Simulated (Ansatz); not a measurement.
Z-matrix (Å, degrees):
```
C
Al 1 1.967
H 1 1.095 2 108.9
H 1 1.095 2 109.0 3 117.4
H 1 1.091 2 113.2 3 -121.2
O 2 1.696 1 116.4 3 -59.8
Si 6 1.625 2 163.5 1 178.7
H 7 1.488 6 110.0 2 116.1
H 7 1.489 6 111.1 2 -4.1
H 7 1.487 6 110.0 2 -124.2
```

Total charge 0; spin multiplicity 2.

Task: List the PBE/def2-TZVPP orbital energies in eV (Ansatz 0.2.0). (An estimate is asked.)

Result: Ansatz gave: α occupied: -1779.78, -1506.85, -509.94, -268.54, -137.45, -107.06, -94.21, -94.16, -94.16, -69.13, -69.02, -68.92, -23.97, -16.94, -13.42, -10.70, -9.84, -9.83, -9.16, -9.14, -8.04, -7.33, -7.30, -4.47. α empty: -1.91, -0.51, 0.21, 0.99, 1.13, 1.15, 1.27, 2.04. β occupied: -1779.77, -1506.80, -509.91, -268.46, -137.44, -106.98, -94.21, -94.16, -94.16, -69.07, -68.90, -68.84, -23.91, -16.80, -13.38, -10.63, -9.77, -9.76, -9.14, -9.08, -7.67, -7.28, -7.24. β empty: -2.98, -1.15, -0.34, 0.51, 1.15, 1.16, 1.20, 1.48. ⟨S²⟩ = 0.752.
